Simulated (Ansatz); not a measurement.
Consider the formal exchange of groups at a C–C bond: `C#CCC` + `CO[SiH2]Cl` → `C#C[SiH](Cl)OC` + `CC`.

Program: Ansatz. Geometries: PBE0-D4/def2-TZVP. ΔE: electronic, gas phase. CCSD(T)/CBS is the MP2 limit (def2-TZVPP, def2-QZVPP) plus CCSD(T) − MP2 in def2-TZVPP, frozen cores. This one scheme is used for every species. DFT in def2-TZVPP. One conformer a species, not always the lowest.

`C#CCC`:

```xyz
10

C    -0.302   -2.255    0.249
C     0.155   -1.151    0.132
C     0.681    0.196   -0.010
C    -0.414    1.250   -0.148
H    -0.701   -3.236    0.353
H     1.311    0.423    0.857
H     1.342    0.227   -0.883
H     0.025    2.244   -0.252
H    -1.032    1.053   -1.026
H    -1.064    1.250    0.728
```

`CO[SiH2]Cl`:

```xyz
9

C    -0.903   -0.923   -0.494
O    -0.209   -0.449    0.641
Si    0.752    0.862    0.650
Cl    2.353    0.612   -0.618
H    -1.587   -1.706   -0.168
H    -0.209   -1.341   -1.229
H    -1.483   -0.125   -0.970
H     1.258    1.010    2.027
H     0.028    2.060    0.161
```

`C#C[SiH](Cl)OC`:

Cartesian coordinates in Å:
```
C -0.814 2.437 0.702
C -0.477 1.293 0.878
Si 0.063 -0.424 1.145
Cl -1.635 -1.563 1.319
O 0.981 -0.941 -0.086
C 0.601 -0.922 -1.448
H -1.115 3.448 0.550
H 0.861 -0.564 2.372
H -0.216 -1.625 -1.634
H 0.286 0.080 -1.757
H 1.466 -1.220 -2.041
```

`CC`:

Cartesian coordinates in Å:
```
C -0.509 -0.563 -0.003
C 0.509 0.563 0.003
H -1.063 -0.605 0.939
H -1.239 -0.438 -0.807
H -0.029 -1.534 -0.144
H 1.063 0.605 -0.939
H 1.238 0.438 0.807
H 0.029 1.534 0.144
```

```tsv
level	ΔE (kJ/mol)	difference from CCSD(T)/CBS
LDA (SPW92)	-47.9	14.7
BLYP-D4	-61.8	0.8
r2SCANh-D4	-61.2	1.4
r2SCAN0-D4	-59.8	2.8
BHLYP-D4	-60.6	2.0
B2PLYP	-60.8	1.8
PBE-QIDH	-58.5	4.1
PBE	-54.5	8.1
revPBE	-55.8	6.8
BHLYP	-56.6	6.0
LC-ωPBE	-53.0	9.6
HF/def2-SVP	-52.1	10.5
CCSD/def2-SVP	-53.4	9.2
CCSD(T)/def2-SVP	-54.4	8.2
CCSD/def2-TZVPP	-60.9	1.7
MP2/CBS(def2)	-64.5	-1.9
CCSD(T)/CBS	-62.6	0
```

Largest T1 diagnostic among the species: 0.012.

Leaving LDA and LC-ωPBE aside and taking each functional with its dispersion term where it has one, the values, not all of them listed here, spread over 8.1 kJ/mol, from B97M-V to PBE0-D4. LDA lies +6.6 kJ/mol from PBE without D4. The D4 term adds −3.8 kJ/mol with B3LYP and −2.3 kJ/mol with PBE0; it sums over pairs of atoms, weighted by their polarisabilities, and B3LYP, whose exchange is more repulsive, gets the larger term.

B3LYP here is the variant with VWN-RPA as its local correlation; programs differ in this.
